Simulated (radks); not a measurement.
Spherical quantum dot in the effective-mass picture: electrons in a parabolic well V = omega^2 r^2 / 2 with omega = 4.82, with a point charge +1 (a donor) at the centre, all in effective atomic units (hartree* = m*/eps^2 hartree, bohr* = eps/m* bohr), one dielectric constant everywhere. Method: non-relativistic Kohn-Sham, r2SCAN, spin-polarised, spherical densities, generalised Kohn-Sham scheme; computed with a radial shooting solver with Libxc functionals. Levels are named by radial order and angular momentum (1s, 1p, 1d, 2s, ...), and open shells are averaged over m.

N = 23, configuration 1s2 1p6 1d10 2s2 1f(up 3, down 0). This is the lowest configuration that the search found. Occupied and some empty levels:

level,occupation,eigenvalue (hartree*),<r> (bohr*)
1s up,1,30.124,0.5931
1s down,1,30.151,0.5888
1p up,3,33.761,0.8158
1p down,3,33.849,0.8112
2s up,1,36.988,0.8515
2s down,1,37.104,0.8528
1d up,5,37.253,0.9594
1d down,5,37.390,0.9566
1f up,3,40.898,1.072
1f down,0,41.067,1.071
2p up,0,41.286,0.9728
2p down,0,41.397,0.9741
1g up,0,44.710,1.170
1g down,0,44.904,1.169
2d up,0,45.358,1.087
2d down,0,45.488,1.086

Energy (hartree*): total 578.361, kinetic 132.75, external 206.44, Hartree 264.37, exchange-correlation -25.199.

Electron density:

r (bohr*),n(r) (e/bohr*^3)
0.0851,8.327
0.180,6.573
0.275,5.181
0.369,4.282
0.464,3.862
0.559,3.768
0.653,3.776
0.748,3.680
0.843,3.364
0.938,2.828
1.03,2.164
1.13,1.496
1.22,0.9325
1.32,0.5234
1.41,0.2663
1.51,0.1211
1.60,0.04955
1.70,0.01829
1.79,0.006158
1.89,0.001849
